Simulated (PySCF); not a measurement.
## Silicon: a sound run and one with changed settings

Sound run: Si²⁺ [Ne] 3s2, Si³⁺ [Ne] 3s1. Calculation: PySCF 2.14, in pcseg-2; no relativity, point nucleus. The sound run starts from symmetry-adapted Hartree-Fock orbitals and uses a fine grid where one is needed.

A second run was set up differently.

```tsv
species	method	sound run (hartree)	changed run (hartree)	converged
Si²⁺	UHF	-287.98691	-287.98691	yes
Si²⁺	M06-2X	-288.46837	-288.46970	yes
Si²⁺	r2SCAN	-288.43280	-288.43405	yes
Si³⁺	UHF	-286.81326	-286.81326	yes
Si³⁺	M06-2X	-287.23180	-287.23762	yes
Si³⁺	r2SCAN	-287.22579	-287.22803	yes
```

Ionisation energy of Si²⁺:

| method | sound run (eV) | changed run (eV) |
| --- | --- | --- |
| UHF | 31.936 | 31.936 |
| M06-2X | 33.649 | 33.527 |
| r2SCAN | 32.844 | 32.817 |

(1) What was changed?
A. radial grid too coarse
B. basis contracted for another Hamiltonian
C. minimal basis
D. all electrons correlated in a valence basis

Results:

(1) A. It used radial step 0.3 in ln r (0.13 in the sound run). A coarse radial grid mis-integrates the density and the exchange-correlation energy, with errors of either sign; Hartree-Fock needs no grid.
